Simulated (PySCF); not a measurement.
Cl3GeH3OSi, SMILES [SiH3][O][Ge]([Cl])([Cl])[Cl]. Atoms are numbered in the order given.

```xyz
9

Si    -2.6946     0.3483    -0.8070
O     -1.2781     0.7468     0.0041
Ge     0.2990     0.0392     0.1414
Cl     0.3740    -1.7364    -1.0415
Cl     1.7524     1.4226    -0.5545
Cl     0.6795    -0.4418     2.1748
H     -3.1899    -0.9816    -0.3494
H     -2.4494     0.3115    -2.2774
H     -3.6804     1.4102    -0.4734
```

Coordinates come from a PBE0-D3(BJ)/def2-SVP optimisation. Other conformers were not sampled.

The numbers are results of PySCF with ωB97X/def2-TZVP, not measurements.

Gas-phase values at a fixed geometry.

```yaml
total_energy: -3824.42514 hartree
highest_occupied_level: -11.72 eV
lowest_empty_level: 0.29 eV
orbital_gap: 12.01 eV
dipole_moment: 1.12 D
quadrupole, principal values (traceless, Buckingham form, about the centre of nuclear charge): -2.84, -1.40, 4.24 D·Å
mean_static_polarisability: 88.1 bohr³ (13.06 Å³)
polarisability_principal_values: 83.4, 88.5, 92.4 bohr³
```
